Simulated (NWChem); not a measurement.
BSiH₄O₂F; SMILES O(B(O)F)[SiH3]

```xyz
9

B      0.0230    -0.9600     0.0000
F      0.7554    -2.0755     0.0000
O     -1.3310    -1.0388     0.0000
H     -1.6545    -1.9450     0.0000
O      0.6521     0.2331     0.0000
Si     0.0381     1.7938     0.0000
H     -0.7864     2.0243    -1.2208
H      1.2108     2.7088     0.0000
H     -0.7864     2.0243     1.2208
```
Atoms are numbered in this order, from 1.

All runs: NWChem. Pople sets run with spherical d functions. All runs use the structure optimised with PBE0/def2-SVP. B3LYP is NWChem's, with the RPA form of VWN correlation. Vertical excitations in the gas phase; the lowest state need not have the same character in each row.

Q: Order these by “lowest excitation, singlet (eV)”, lowest first: PBE/6-31+G*, TDA; BHandHLYP/6-31+G*, TDA; B3LYP/6-31+G*, TDA.

A: PBE/6-31+G*, TDA (6.77), B3LYP/6-31+G*, TDA (7.43), BHandHLYP/6-31+G*, TDA (8.20)
